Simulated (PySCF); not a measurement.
Gas-phase equilibrium of 1 mol GeF4, 70 mol H2 at 1600 K and 1.01 bar, among 16 species (GeH4, Ge2H6, F2, GeF2, GeF3, F, H, GeH3F, GeHF3, HF, H2, Ge3H8, GeH3, GeH2F2, GeH2, GeF4). Only gases are allowed; each row takes one source of thermochemistry for all species, and Cantera finds the minimum.

Computed with PySCF and rigid-rotor harmonic-oscillator thermochemistry at 1 bar. † marks an energy on the PBE0/def2-TZVP geometry and frequencies; other levels use their own. MP2 freezes the core. 6-31G* has spherical d functions here. Open shells (unrestricted) among the columns below: F (multiplicity 2, electronic degeneracy 6), H (multiplicity 2), GeH3 (multiplicity 2); the rest are closed-shell singlets. Spin-orbit splitting is ignored; it lowers the true energy and changes the entropy of F. B3LYP is the form with VWN-RPA correlation. Ge: all electrons, no relativistic terms. GeH3, GeH2: computed as isolated molecules; such fragments, hydroxides, amides, oligomers or adducts are transient or little studied in the gas. MP2 isn't extrapolated to the basis-set limit. The harmonic model lacks anharmonicity and excited electronic states, which grow with temperature; levels with a mode under 35 cm⁻¹ are left out.

Molecules larger than those listed are left out, and so are free Ge atoms, whose spin-orbit terms are large. Also missing: (HF)n, which can matter at low temperature or high pressure. Table species left out: H2F2, H3F3, H4F4.

Mole fractions:

| thermochemistry | x H2 | x HF | x GeF2 | x H | x GeH2 | x F | x GeH3 | x GeH4 |
|---|---|---|---|---|---|---|---|---|
| B3LYP/6-31G* | 0.96 | 0.028 | 0.014 | 5.4e-5 | 1.2e-8 | 5.9e-9 | 5.6e-11 | 6.5e-11 |
| B3LYP/def2-TZVP† | 0.96 | 0.028 | 0.014 | 5.1e-5 | 1.5e-6 | 3.8e-10 | 8.6e-9 | 1.1e-8 |
| HF/def2-TZVP† | 0.95 | 0.028 | 0.014 | 0.0034 | 2.6e-5 | 2.9e-6 | 2.6e-6 | 4.7e-7 |
| MP2/def2-SVP† | 0.96 | 0.028 | 0.014 | 0.00032 | 4.7e-6 | 2.9e-10 | 2.9e-7 | 5.4e-7 |
| r2SCAN/def2-TZVP† | 0.96 | 0.028 | 0.014 | 7.7e-5 | 6.0e-7 | 3.2e-10 | 3.7e-8 | 4.0e-8 |
| LDA/def2-TZVP† | 0.96 | 0.028 | 0.014 | 3.2e-5 | 2.1e-6 | <1e-12 | 1.0e-7 | 8.8e-7 |
The most sensitive of these is F: it spans a factor of 10^6.5 over these rows; at this temperature one factor of ten is RT ln 10 = 31 kJ/mol.
